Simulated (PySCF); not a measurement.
Some computed properties have been withheld. Give your best values.

Compound: C5H8NPSi.
Atom-mapped SMILES: `[CH3:1][c:2]1[cH:3][cH:4][p:5][c:6]([SiH3:7])[n:8]1` (hydrogens: H9, H10, H11 on C1; H12 on C3; H13 on C4; H14, H15, H16 on Si7)

| property | level | value |
| --- | --- | --- |
| point group of the GFN2-xTB geometry | GFN2-xTB | ? |
| rotational constants A, B, C of the GFN2-xTB geometry | GFN2-xTB | ? |
| dipole moment | PBE0/def2-SVPD | 2.42 D |
| HOMO energy | PBE0/def2-SVPD | -6.73 eV |
| LUMO energy | PBE0/def2-SVPD | ? |
| lowest singlet excitation | TDDFT PBE0/def2-SVPD | 3.38 eV (366 nm, f = 0.001) |
| strongest line among the 8 lowest singlet transitions | TDDFT PBE0/def2-SVPD | S7 at 6.15 eV (202 nm, f = 0.163) |
| lowest triplet excitation (Tamm–Dancoff) | TDA PBE0/def2-SVPD | 3.04 eV |
| static isotropic polarisability | PBE0/def2-SVPD | ? |
| electronic spatial extent ⟨r²⟩ about the centre of nuclear charge | PBE0/def2-SVPD | 1468 bohr² |
| 13C chemical shifts (computed TMS as zero) by class | GIAO PBE0/pcSseg-1 | 212.2 (C6), 173.8 (C4), 158.4 (C2), 125.3 (C3), 30.5 (C1) ppm |
| 1H chemical shifts (computed TMS as zero) by class | GIAO PBE0/pcSseg-1 | 9.66 (H13), 7.56 (H12), 4.83 (H14/H15/H16), 2.95 (H9/H10/H11) ppm |
| isotropic shieldings of nuclei other than C and H, by class | GIAO PBE0/pcSseg-1 | ? |

The electronic properties come from PySCF, for the isolated species, density fitting. Geometry: GFN2-xTB; no solvent or vibrations. NMR classes are plain means over equivalent atoms (diastereotopic ones count apart unless rotation or inversion swaps them), as if these changed places fast; in this geometry the members of some classes differ.

Task: What is the point group of the GFN2-xTB geometry?

Result: Cs.

Task: The static isotropic polarisability?

Result: 118.8 au.

Task: Give the rotational constants A, B, C of the GFN2-xTB geometry.

Result: 2.133, 1.197, 0.777 GHz.

Task: What is the LUMO energy?

Result: -1.83 eV.

Task: What are the isotropic shieldings of nuclei other than C and H, by class?

Result: -135 (N8), 413 (Si7), 76 (P5) ppm.

The vertical singlet–triplet gap S1 − T1 is 0.34 eV (TDDFT singlet less Tamm–Dancoff triplet; S1: HOMO→LUMO, weight 0.98; T1: HOMO−1→LUMO, weight 0.95). In atomic units the dipole is 0.95 e·bohr (1 au = 2.5417 D). A dipole of 2.42 D is allowed in Cs, and pure rotational transitions are dipole-allowed. The principal polarisabilities are 77.6, 129.0 and 149.7 au; their mean is the isotropic value. The largest Löwdin shares of the LUMO are 0.34 on P5, 0.16 on C2, 0.15 on C6 and 0.13 on C4.
